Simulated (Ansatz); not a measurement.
Relaxation of FH7OSi2 (11 atoms, charge 0, multiplicity 1), to a largest force component of 0.03 eV/Å in at most 50 steps.

The calculation used RKS B3LYP-D4/def2-SVP (Ansatz 0.2.0).

```xyz
11
Properties=species:S:1:pos:R:3:forces:R:3
Si 0.456 0.100 -0.077 0.21 0.15 -0.86
F 0.227 -0.194 1.498 -0.17 -0.16 0.82
H 1.931 0.043 -0.284 0.01 -0.01 0.00
H -0.035 1.454 -0.424 0.00 0.01 0.00
H -0.181 -0.969 -0.888 0.01 0.01 0.01
O -2.324 0.125 0.687 0.25 -0.18 0.74
Si -3.438 -0.993 0.126 0.00 0.03 -0.04
H -2.824 -2.339 -0.086 0.01 0.01 0.02
H -4.588 -1.147 1.066 0.01 0.01 0.01
H -3.919 -0.455 -1.172 -0.02 -0.01 0.00
H -1.887 -0.056 1.550 -0.31 0.14 -0.70
```

Problem. Where does it end, and by what steps?

Solution. The forces met the threshold. The force dipped under the threshold on the way, but the program's further checks kept it going. After 11 steps the energy has fallen by 0.037 eV; H10 moved furthest, 0.41 Å.

```json
{"step": "0", "energy less start (eV)": "0.0000", "largest force component (eV/Å)": "0.859", "accepted": "yes"}
{"step": "1", "energy less start (eV)": "-0.0196", "largest force component (eV/Å)": "0.434", "accepted": "yes"}
{"step": "2", "energy less start (eV)": "-0.0275", "largest force component (eV/Å)": "0.100", "accepted": "yes"}
{"step": "3", "energy less start (eV)": "-0.0312", "largest force component (eV/Å)": "0.177", "accepted": "yes"}
{"step": "4", "energy less start (eV)": "-0.0334", "largest force component (eV/Å)": "0.120", "accepted": "yes"}
{"step": "5", "energy less start (eV)": "-0.0349", "largest force component (eV/Å)": "0.048", "accepted": "yes"}
{"step": "6", "energy less start (eV)": "-0.0356", "largest force component (eV/Å)": "0.033", "accepted": "yes"}
{"step": "7", "energy less start (eV)": "-0.0361", "largest force component (eV/Å)": "0.018", "accepted": "yes"}
{"step": "8", "energy less start (eV)": "-0.0368", "largest force component (eV/Å)": "0.042", "accepted": "yes"}
{"step": "9", "energy less start (eV)": "-0.0370", "largest force component (eV/Å)": "0.043", "accepted": "yes"}
{"step": "10", "energy less start (eV)": "-0.0372", "largest force component (eV/Å)": "0.033", "accepted": "yes"}
{"step": "11", "energy less start (eV)": "-0.0374", "largest force component (eV/Å)": "0.026", "accepted": "yes"}
```

```xyz
11
Properties=species:S:1:pos:R:3
Si 0.559 0.087 -0.073
F 0.016 -0.220 1.453
H 2.035 -0.090 -0.029
H 0.215 1.485 -0.429
H -0.047 -0.901 -0.998
O -2.494 0.255 0.570
Si -3.510 -1.006 0.158
H -2.744 -2.240 -0.203
H -4.446 -1.355 1.270
H -4.292 -0.548 -1.020
H -1.873 0.100 1.298
```

Run time: 21 s on 2 threads of Arm Neoverse V2 (shared host), peak memory 0.2 GiB.
